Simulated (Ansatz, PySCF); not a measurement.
Here is a job for PySCF.
```python
from pyscf import gto, scf, mp

mol = gto.M(
    atom='''
C    -0.011662   -0.089453   -1.265135
C    -0.007575   -0.000083   -0.007408
H     0.048658    0.768160   -1.928123
H    -0.057038   -1.033270   -1.799776
O     0.100241    0.079345    1.196210
H    -0.678127    0.167568    1.793477
''',
    basis='6-311g**',
    charge=1,
    spin=0,
    verbose=4,
)

mf = scf.RHF(mol)
mf.kernel()

pt = mp.MP2(mf, frozen=3)
pt.kernel()
print('E(MP2) = %.10f' % pt.e_tot)
```

Q: Give the equivalent Ansatz (an electronic-structure program) input.

A: One answer among several that fit: 
Ansatz 0.2 input:
```yaml
crystal:
  periodic: [false, false, false]
  atoms:
    - {symbol: C, position_ang: [-0.01166182, -0.08945283, -1.26513497]}
    - {symbol: C, position_ang: [-0.00757544, -0.00008331, -0.00740794]}
    - {symbol: H, position_ang: [0.04865840, 0.76815996, -1.92812251]}
    - {symbol: H, position_ang: [-0.05703832, -1.03326988, -1.79977604]}
    - {symbol: O, position_ang: [0.10024135, 0.07934483, 1.19620992]}
    - {symbol: H, position_ang: [-0.67812734, 0.16756814, 1.79347667]}
basis:
  gaussian:
    orbitals: 6-311G__.json
total_charge: 1
magnetization: {spin_polarized: false}
correlation: {method: mp2, electrons: outside_noble_gas}
accuracy: high
```
The basis file holds 6-311G** in the JSON format of the Basis Set Exchange.

Both were run: PySCF gave -152.478858 Eh and Ansatz -152.478858 Eh, 0.000 mEh apart.
